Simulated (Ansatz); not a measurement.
C2H8GeSi can be A, `C=C[SiH2][GeH3]`, or B, `[GeH3][CH]1C[SiH2]1`.

Program: Ansatz. Geometries: PBE0-D4/def2-TZVP. ΔE: electronic, gas phase. CCSD(T)/CBS adds triple-zeta CCSD(T) − MP2 to the extrapolated MP2 energy (def2 sets, frozen cores). Functionals use def2-TZVPP. B3LYP here is the variant with VWN-RPA as its local correlation; programs differ in this. For Ge outer-core shells are correlated without core-valence functions, which leaves a few kJ/mol of doubt a bond. Scalar relativity is left out up to krypton. One conformer a species, not always the lowest.

A:

```xyz
12

C    -1.497   -1.663    0.752
C    -0.953   -0.460    0.917
Si    0.812   -0.067    0.479
Ge    0.902    1.483   -1.327
H    -2.536   -1.865    0.995
H    -0.923   -2.501    0.366
H    -1.581    0.340    1.307
H     1.503   -1.328    0.092
H     1.520    0.534    1.643
H     0.134    2.770   -0.974
H     2.354    1.873   -1.658
H     0.265    0.883   -2.592
```

B:

Z-matrix (Å, degrees):
```
Ge
C 1 1.936
H 1 1.539 2 110.6
H 1 1.542 2 111.2 3 121.3
H 1 1.541 2 108.5 3 -119.8
C 2 1.549 1 118.6 3 164.9
Si 2 1.848 1 121.6 3 88.1
H 2 1.087 1 113.1 3 -56.7
H 6 1.086 2 116.2 1 134.1
H 6 1.086 2 116.7 1 -2.2
H 7 1.478 2 119.1 1 -145.4
H 7 1.478 2 119.2 1 3.9
```

Problem. Which isomer does CCSD(T)/CBS put lower? Give the gap. (An estimate is asked.)

Solution. Ansatz gave: A, by 51.9 kJ/mol.

Problem. Give E(B) − E(A) in kJ/mol with CCSD(T)/def2-TZVPP, ωB97M-V, B3LYP-D4, r2SCAN-D4, CCSD/def2-TZVPP, B3LYP, B2PLYP. (Estimate.)

Solution. The calculation gave: CCSD(T)/def2-TZVPP 52.2, ωB97M-V 47.4, B3LYP-D4 65.9, r2SCAN-D4 48.5, CCSD/def2-TZVPP 54.5, B3LYP 68.8, B2PLYP 58.6. None reverses the order clearly.

Largest T1 diagnostic: 0.012.

From PBE to PBE0 (25 % exact exchange), in def2-TZVPP and without D4, E(B) − E(A) moves by −4.9 kJ/mol. In def2-TZVPP, CCSD(T) changes the Hartree–Fock value by −29.1 kJ/mol (the triples alone add −2.2 kJ/mol) and MP2 by −45.5 kJ/mol.
